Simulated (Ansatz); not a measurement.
Cartesian coordinates in Å:
```
F 2.271 0.187 0.384
C 1.527 -0.980 0.498
Si -0.267 -0.598 0.080
F -1.103 -1.953 0.219
C -0.757 0.678 -1.113
C -1.041 1.010 0.410
H 1.947 -1.729 -0.180
H 1.629 -1.359 1.520
H -0.009 1.299 -1.596
H -1.645 0.548 -1.725
H -0.460 1.826 0.829
H -2.092 1.072 0.675
```

Total charge 0; spin multiplicity 1.

(1) List the PBE/def2-TZVPP orbital energies in eV (Ansatz). (Best estimate.)

Answers

(1) Ansatz gave: Occupied: -1780.25, -660.03, -660.00, -271.01, -268.87, -268.87, -137.94, -94.74, -94.64, -94.63, -30.06, -29.71, -19.29, -17.40, -14.67, -13.14, -12.37, -12.03, -11.79, -11.22, -10.83, -10.51, -10.24, -8.86, -8.40, -8.22, -6.96, -5.93. Lowest empty: -0.66, 0.02, 0.46, 0.84, 1.17, 1.62, 1.92, 2.26.
